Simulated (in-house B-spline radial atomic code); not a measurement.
The numbers below are computed, except where a source is named.
## C6 from the polarisability at imaginary frequency: C4+

B97-1 linear response of the closed shell 1s2, from a B-spline radial code for spherical atoms; scalar-relativistic (spin-free one-electron X2C), finite nucleus, no spin-orbit coupling.

The dispersion coefficient of two like species is C6 = (3/π) ∫ α(iu)² du from 0 to ∞.

```
u (hartree)  α(iu) (bohr³)
          0       0.009164
      0.335       0.009157
      0.783       0.009128
       1.34        0.00906
       2.24        0.00888
       3.35       0.008554
       5.03       0.007906
       7.83       0.006654
       11.2       0.005237
       16.8       0.003509
         28       0.001766
       55.9      0.0005563
```

Q: Fit one oscillator, α(iu) = α(0)/(1 + u²/ω²), through u = 11.2 and estimate C6.

A: From α(0)/α(iu) − 1 = 0.009164/0.005237 − 1 = 0.7499, ω = u/√0.7499 = 12.9339 hartree (351.9 eV). London's formula gives C6 = (3/4) α(0)² ω = 0.75 × 0.009164² × 12.9339 = 0.0008146 hartree·bohr⁶, and the oscillator holds f = α(0) ω² = 1.53 electrons, of a sum of oscillator strengths of 2.0.

Q: How does that compare with the full integral?

A: The program's quadrature over all excitations gives C6 = 0.0008272, so the single oscillator is off by -1.5 %. At the last point the fit gives α = 0.000466 against 0.000556: higher excitations, and deeper shells where there are any, keep the true curve higher at large u.
